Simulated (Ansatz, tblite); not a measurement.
Cost and result up the ladder for GaP₂ (3 atoms). Charge 0, multiplicity 2. Geometry: PBE0-D4/def2-TZVP.

```csv
atom,x (Å),y (Å),z (Å)
Ga1,-1.243,-0.971,0.342
P2,1.022,-0.221,-0.720
P3,0.221,1.192,0.378
```

Ansatz on 4 threads of Arm Neoverse V1 on a shared host; xTB runs through tblite on one thread. Times are rough, summed over both states, and most runs start from the orbitals of an earlier one. No level here is sound enough to serve as a yardstick. The other state is a singlet.

The xTB rows come from tblite. Correlated methods freeze 19 core orbitals; core or outer-core shells of Ga are correlated, in sets that lack core-valence functions. In CCSD on the charge 0 doublet the largest single amplitude is 0.16, so its Hartree–Fock determinant may place the open shell otherwise than the density functionals do. The structure comes from a short search, and lower isomers may exist.

Run but left out: HF/def2-TZVPP (charge +1 singlet: restricted singlet, unstable towards broken spin symmetry); MP2/def2-TZVPP (doublet: ⟨S²⟩ 1.01, where a pure state has 0.75).

Correlated methods converge slowly with the basis.

Raw xTB energies of ions are shifted by several eV, and xTB has no spin-polarisation term.

```json
{"level": "GFN1-xTB", "functions": "27", "wall time": "0.006 s", "vertical IE (eV)": "11.69", "remarks": "–"}
{"level": "GFN2-xTB", "functions": "27", "wall time": "0.006 s", "vertical IE (eV)": "10.82", "remarks": "–"}
{"level": "PBE-D4/def2-TZVP", "functions": "122", "wall time": "2.1 s", "vertical IE (eV)": "7.62", "remarks": "restricted SCF unstable in HF (+1 singlet)"}
{"level": "PBE0-D4/def2-TZVP", "functions": "122", "wall time": "4.4 s", "vertical IE (eV)": "7.73", "remarks": "restricted SCF unstable in HF (+1 singlet)"}
{"level": "r2SCAN-D4/def2-TZVP", "functions": "122", "wall time": "5.9 s", "vertical IE (eV)": "7.82", "remarks": "restricted SCF unstable in HF (+1 singlet)"}
{"level": "CCSD(T)/def2-TZVPP", "functions": "132", "wall time": "15 s", "vertical IE (eV)": "7.40", "remarks": "restricted SCF unstable (+1 singlet), spin-contaminated (⟨S²⟩ 1.01) (doublet)"}
```
